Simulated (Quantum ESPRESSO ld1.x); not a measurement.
Question: Nd II, 59 electrons, occupied as [Kr] 4d10 4f4.5 5s1.5 5p6 6s1 (fractional occupations, a model configuration). Calculated with ld1.x of Quantum ESPRESSO 7.5: Dirac Kohn-Sham, LDA (Slater exchange, VWN5 correlation), spin-unpolarised, spherical densities, point nucleus; open shells fill j = l - 1/2 first.

Spin-orbit splittings of the eigenvalues, e(l+1/2) - e(l-1/2), with zeta = 2 splitting/(2l+1) and mean radii in bohr:

| shell | occ. | splitting (eV) | zeta (eV) | <r> j=l-1/2 | <r> j=l+1/2 |
|---|---|---|---|---|---|
| 2p | 6 | 519.5 | 346.3 | 0.08425 | 0.09066 |
| 3p | 6 | 103.7 | 69.11 | 0.2558 | 0.2683 |
| 3d | 10 | 22.44 | 8.974 | 0.2395 | 0.2434 |
| 4p | 6 | ? | ? | 0.6246 | 0.6533 |
| 4d | 10 | 3.973 | 1.589 | 0.7035 | 0.7138 |
| 4f | 4.5 | 0.3897 | 0.1113 | 1.134 | 1.156 |
| 5p | 6 | 3.052 | 2.035 | 1.668 | 1.761 |

Estimate the 4p splitting.

Answer: 22.56 eV (zeta = 15.04 eV).
